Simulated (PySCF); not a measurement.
Cl$_{4}$Sn (SMILES [Cl][Sn]([Cl])([Cl])[Cl]), singlet, geometry from GFN2-xTB (such geometries of metal compounds can be far from the true shape) (all electrons, no relativity); PySCF with HF/STO-3G.

PySCF was given this input:
```python
from pyscf import gto, scf

mol = gto.Mole()
mol.atom = '''
    Cl   -1.800326   -0.844165   -1.188518
    Sn    0.000000    0.000000   -0.000000
    Cl   -0.316765    2.263579    0.377138
    Cl    1.945281   -0.315132   -1.217759
    Cl    0.171811   -1.104282    2.029139
'''
mol.basis = 'sto-3g'
mol.charge = 0
mol.spin = 0
mol.verbose = 4
mol.build()

mf = scf.RHF(mol)
mf.kernel()
```

What the program printed (banner, timings and long lists left out):

```
PySCF version 2.14.0

[INPUT] verbose = 4
[INPUT] num. atoms = 5
[INPUT] num. electrons = 118
[INPUT] charge = 0
[INPUT] spin (= nelec alpha-beta = 2S) = 0
[INPUT] symmetry False subgroup None
[INPUT] Mole.unit = angstrom
[INPUT] Symbol           X                Y                Z      unit          X                Y                Z       unit  Magmom
[INPUT]  1 Cl    -1.800326000000  -0.844165000000  -1.188518000000 AA   -3.402123074934  -1.595240653943  -2.245973514116 Bohr   0.0
[INPUT]  2 Sn     0.000000000000   0.000000000000   0.000000000000 AA    0.000000000000   0.000000000000   0.000000000000 Bohr   0.0
[INPUT]  3 Cl    -0.316765000000   2.263579000000   0.377138000000 AA   -0.598599095848   4.277544371317   0.712687531166 Bohr   0.0
[INPUT]  4 Cl     1.945281000000  -0.315132000000  -1.217759000000 AA    3.676048325320  -0.595513173086  -2.301230995724 Bohr   0.0
[INPUT]  5 Cl     0.171811000000  -1.104282000000   2.029139000000 AA    0.324675735188  -2.086790544287   3.834516978674 Bohr   0.0

nuclear repulsion = 1019.23995728297
number of shells = 31
number of NR pGTOs = 189
number of NR cGTOs = 63
basis = sto-3g
ecp = {}

******** <class 'pyscf.scf.hf.RHF'> ********
method = RHF
initial guess = minao
damping factor = 0
level_shift factor = 0
DIIS = <class 'pyscf.scf.diis.CDIIS'>
diis_start_cycle = 1
diis_space = 8
diis_damp = 0
SCF conv_tol = 1e-09
SCF conv_tol_grad = None
SCF max_cycles = 50
direct_scf = True
direct_scf_tol = 1e-13
Set gradient conv threshold to 3.16228e-05
Initial guess from minao.
init E= -7763.79781657457
  HOMO = -0.730310736564265  LUMO = -0.33612820978659  gap/eV = 10.72625
cycle= 1 E= -7781.90078643248  delta_E= -18.1  |g|= 0.23  |ddm|= 3.01
  HOMO = -0.423224546908974  LUMO = 0.131852851011111  gap/eV = 15.10443
cycle= 2 E= -7781.91601173063  delta_E= -0.0152  |g|= 0.033  |ddm|= 0.351
  HOMO = -0.422655655075022  LUMO = 0.145182027260126  gap/eV = 15.45165
cycle= 3 E= -7781.91678859098  delta_E= -0.000777  |g|= 0.00713  |ddm|= 0.0971
  HOMO = -0.422726861757278  LUMO = 0.145088898263404  gap/eV = 15.45105
cycle= 4 E= -7781.91683827025  delta_E= -4.97e-05  |g|= 0.00115  |ddm|= 0.0286
  HOMO = -0.422735164955345  LUMO = 0.145624393704897  gap/eV = 15.46585
cycle= 5 E= -7781.91683961493  delta_E= -1.34e-06  |g|= 0.000165  |ddm|= 0.00509
  HOMO = -0.422742031081087  LUMO = 0.145596036255337  gap/eV = 15.46527
cycle= 6 E= -7781.91683964119  delta_E= -2.63e-08  |g|= 1.53e-05  |ddm|= 0.000689
  HOMO = -0.422741553207462  LUMO = 0.145598544593305  gap/eV = 15.46532
cycle= 7 E= -7781.91683964136  delta_E= -1.75e-10  |g|= 1.26e-06  |ddm|= 6.19e-05
  HOMO = -0.422741397035047  LUMO = 0.145598589453649  gap/eV = 15.46532
Extra cycle  E= -7781.91683964137  delta_E= -7.28e-12  |g|= 3e-07  |ddm|= 2.98e-06
converged SCF energy = -7781.91683964137
```
